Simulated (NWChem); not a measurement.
A series in which one site is exchanged, each optimised at PBE0/def2-SVP with NWChem, gas phase unless a solvent is named. def2 effective core potentials on Sr, Ba; no spin-orbit coupling.

A: [Sr]=[O] (SrO; site = Sr)
B: [Ba]=[O] (BaO; site = Ba)
C: [O]=[Zn] (ZnO; site = Zn)

| quantity | A | B | C |
|---|---|---|---|
| dipole (D), PBE0/def2-SVP | 8.65 | 8.04 | … |
| orbital gap (eV), PBE0/def2-SVP | 2.81 | 3.23 | 2.81 |
| vertical ionisation energy, ΔSCF, PBE/def2-SVP (eV) | 7.27 | 7.36 | … |
| lowest singlet excitation, B3LYP/def2-SVPD, TDA (eV) | 1.76 | 2.02 | … |

Complete the blanks.


- dipole (D), PBE0/def2-SVP, C: 5.58
- vertical ionisation energy, ΔSCF, PBE/def2-SVP (eV), C: 8.90
- lowest singlet excitation, B3LYP/def2-SVPD, TDA (eV), C: 0.86
